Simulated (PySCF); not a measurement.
**Working with the constants of YSi**

ROHF-CCSD(T) constants of YSi, ⁴Σ⁻ (quartet), unpaired electrons σ ↑, π ↑↑ (basis Y def2-TZVPP with ECP28, Si def2-TZVPP; scalar-relativistic core potentials; PySCF 2.14; masses 88.9058 and 27.9769 u):

| Quantity | Value |
| --- | --- |
| ωe | 296.7 cm⁻¹ |
| ωexe | 0.921 cm⁻¹ |
| Be | 0.10744 cm⁻¹ |
| αe | 0.000467 cm⁻¹ |
| D (centrifugal) | 5.64e-08 cm⁻¹ |
| De to Y (4d1 5s2) + Si | 2.48 eV |

Q: Give the vibrational terms G(v) and spacings up to v = 6.

A: G(v) = ωe(v+½) − ωexe(v+½)².

| v | G(v) (cm⁻¹) | G(v) − G(v−1) | Bv (cm⁻¹) |
| --- | --- | --- | --- |
| 0 | 148.1 |  | 0.1072 |
| 1 | 443.0 | 294.9 | 0.1067 |
| 2 | 736.0 | 293.0 | 0.1063 |
| 3 | 1027.2 | 291.2 | 0.1058 |
| 4 | 1316.5 | 289.3 | 0.1053 |
| 5 | 1604.0 | 287.5 | 0.1049 |
| 6 | 1889.6 | 285.6 | 0.1044 |

Q: How well does the Morse estimate ωe²/(4ωexe) reproduce De, and what is D0?

A: It gives 2.96 eV, 119 % of the computed De. D0 = De − G(0) = 2.48 − 0.02 = 2.46 eV.

Correlated steps freeze 5 core orbitals. Spin–orbit coupling is left out, which matters for elements this heavy, above all for dissociation energies. The CCSD T1 diagnostic is raised, a sign that a single reference may not be enough here. With d or f electrons several states lie close, and the lowest PBE0 determinant need not be the measured ground state.
